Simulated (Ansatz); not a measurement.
Gas-phase electronic energies from Ansatz, PBE0-D4/def2-TZVP geometries. CBS: MP2 limit from def2 TZ/QZ plus the TZ coupled-cluster correction, frozen cores. This one scheme is used for every species. Functionals use def2-TZVPP. HSE06 is defined as in plane-wave codes. For Se outer-core shells are correlated without core-valence functions, which leaves a few kJ/mol of doubt a bond. Scalar relativity is left out up to krypton. One conformer a species, not always the lowest.

Reaction (cleavage of the B–Si bond): `[SiH3]B(Cl)Cl` + `C[SeH]` → `C[Se]B(Cl)Cl` + SiH₄

| level | ΔE (kJ/mol) |
| --- | --- |
| BLYP-D4 | -88.2 |
| HSE06-D4 | -87.1 |
| B2PLYP | -89.5 |
| HF/CBS(def2) | -78.8 |

Problem. What does CCSD(T)/CBS give? (An estimate is asked.)

Solution. The calculation gave: -91.3 kJ/mol. The listed levels differ from it by 3.1, 4.2, 1.8, 12.5 kJ/mol.

Largest T1 diagnostic among the species: 0.013.

From BLYP to BHLYP (50 % exact exchange), in def2-TZVPP and without D4, ΔE moves by −3.4 kJ/mol. In def2-TZVPP, CCSD(T) changes the Hartree–Fock value by −11.0 kJ/mol (the triples alone add −3.1 kJ/mol) and MP2 by −23.8 kJ/mol.
